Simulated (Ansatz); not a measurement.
`[SiH3]O[SiH2][GeH3]` + CH₃OH → `CO[SiH2]O[SiH3]` + GeH₄ at 700 K and 1 bar (cleavage of the Si–Ge bond).

Gas-phase electronic energies from Ansatz, PBE0-D4/def2-TZVP geometries. CBS: MP2 limit from def2 TZ/QZ plus the TZ coupled-cluster correction, frozen cores. This one scheme is used for every species. For Ge outer-core shells are correlated without core-valence functions, which leaves a few kJ/mol of doubt a bond. Scalar relativity is left out up to krypton. Each species was taken in one conformer, which may not be the lowest.

```tsv
species	CCSD(T)/CBS energy (Eh)	H − E (kJ/mol)	S (J/(mol·K))
`[SiH3]O[SiH2][GeH3]`	-2734.32644	279.4	556.3
CH₃OH	-115.61712	170.8	288.5
`CO[SiH2]O[SiH3]`	-771.48835	330.1	536.6
GeH₄	-2078.49493	112.9	267.3
```

H − E and S are ideal-gas, rigid-rotor, harmonic terms from PBE0-D4/def2-TZVP, for one conformer and one mirror image of each species. 1 Eh = 2625.50 kJ/mol, R = 8.31446 J/(mol·K).

Problem. By hand: ΔE, ΔH, ΔS and ΔG.

Solution. ΔE = (-771.48835) + (-2078.49493) − (-2734.32644) − (-115.61712) = -0.03972 Eh = -104.3 kJ/mol. Δ(H − E) = 330.1 + 112.9 − 279.4 − 170.8 = -7.2, so ΔH = -111.5 kJ/mol. ΔS = 536.6 + 267.3 − 556.3 − 288.5 = -40.9 J/(mol·K). ΔG = -111.5 − 700 × (-40.9)/1000 = -82.9 kJ/mol.

Problem. By hand: the equilibrium constant, and the temperature at which ΔG would vanish if ΔH and ΔS stayed fixed.

Solution. log₁₀ K = −ΔG/(RT ln 10) = 6.2. ΔG = 0 at ΔH/ΔS = 2726 K, far beyond where these terms or the molecules hold.

ΔH outweighs TΔS. A doubt of 5 kJ/mol in ΔE shifts log₁₀ K by 0.4 here. Other conformers and mirror images would add mixing entropy, several J/(mol·K) or more a flexible species. Modes under 60 cm⁻¹, often nearly free rotors, make the harmonic entropy too high. These are equilibria of isolated gas molecules and say nothing of rates. Largest T1 diagnostic: 0.012 (customary marks: 0.02 for closed shells, 0.045 for open ones).
